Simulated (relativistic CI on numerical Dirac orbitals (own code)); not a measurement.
**What each ingredient does to the levels of La31+**

Base calculation: Dirac-Coulomb-Breit CI, separate exchange-only KLI orbitals for each configuration, model QED (radiative potential, 1s self-energy scaled to tabulated hydrogen-like ionisation energies), unscaled Slater integrals.

Configurations in the expansion (outside the closed core [Ne]): 3s²3p⁶3d⁸, 3s²3p⁵3d⁹, 3s²3p⁴3d¹⁰, 3s3p⁶3d⁹, 3p⁶3d¹⁰, 3s3p⁵3d¹⁰, 3s²3p⁶3d⁷4s, 3s²3p⁶3d⁷4p, 3s²3p⁶3d⁷4d, 3s²3p⁴3d⁹4s, 3s²3p⁵3d⁸4s, 3s²3p⁴3d⁹4p, 3s²3p⁶3d⁷4f, 3s²3p⁵3d⁸4p, 3s²3p⁴3d⁹4d, 3s3p⁵3d⁹4s. Levels of other configurations are missing.

The lowest level and the first level of each name with at least 55 % of one term (blank where a level has no safe partner in the second run):

| Level | Base (eV) | Shift (eV) |
| --- | --- | --- |
| 3s²3p⁶3d⁸ ³F4 | 0.000 | 0.000 |
| 3s²3p⁶3d⁸ ³F3 | 16.906 | 0.000 |
| 3s²3p⁶3d⁸ ³P0 | 18.015 | +0.001 |
| 3s²3p⁶3d⁸ ³P1 | 26.845 | 0.000 |
| 3s²3p⁶3d⁸ ¹G4 | 28.310 | 0.000 |
| 3s²3p⁶3d⁸ ¹S0 | 56.690 | +0.001 |
| 3s²3p⁵3d⁹ ³F°4 | 267.232 | +0.204 |
| 3s²3p⁵3d⁹ ¹D°2 | 273.386 | +0.205 |
| 3s²3p⁵3d⁹ ³D°3 | 283.235 | +0.205 |
| 3s²3p⁵3d⁹ ³P°1 | 291.622 | +0.206 |
| 3s²3p⁵3d⁹ ³D°2 | 295.855 | +0.205 |
| 3s²3p⁵3d⁹ ³P°0 | 299.937 | +0.205 |
| 3s²3p⁵3d⁹ ³D°1 | 302.999 | +0.206 |
| 3s²3p⁵3d⁹ ³F°2 | 372.617 | +0.205 |
| 3s²3p⁵3d⁹ ¹F°3 | 374.814 | +0.206 |
| 3s3p⁶3d⁹ ³D3 | 518.513 | +0.364 |
| 3s3p⁶3d⁹ ³D1 | 536.990 | +0.364 |
| 3s²3p⁴3d¹⁰ ³P2 | 566.632 | +0.375 |
| 3s²3p⁴3d¹⁰ ¹S0 | 573.202 | +0.378 |
| 3s²3p⁴3d¹⁰ ³P1 | 643.038 | +0.378 |
| 3s²3p⁴3d¹⁰ ¹D2 | 655.258 | +0.377 |
| 3s²3p⁴3d¹⁰ ³P0 | 738.914 | +0.379 |

At this charge energies of transitions that change n are usually good to better than 1 %, and those within a shell (Δn = 0) to a few per cent. Terms inside the open d or f shell come out 10 to 20 % too wide with unscaled integrals.

Task: One thing was changed in a second run, which moved the levels as shown. Which?
A. configuration mixing switched off
B. P86 correlation estimate
C. one mean potential for all configurations
D. QED terms removed
E. Breit term removed

Result: B. P86 correlation estimate. A correlation estimate moves all levels of a configuration together before mixing; mixed levels move by a weighted share.

LS names give the leading component of a level, which can be under half, so a name can repeat, a term be missing and a line seem to break the LS rules.
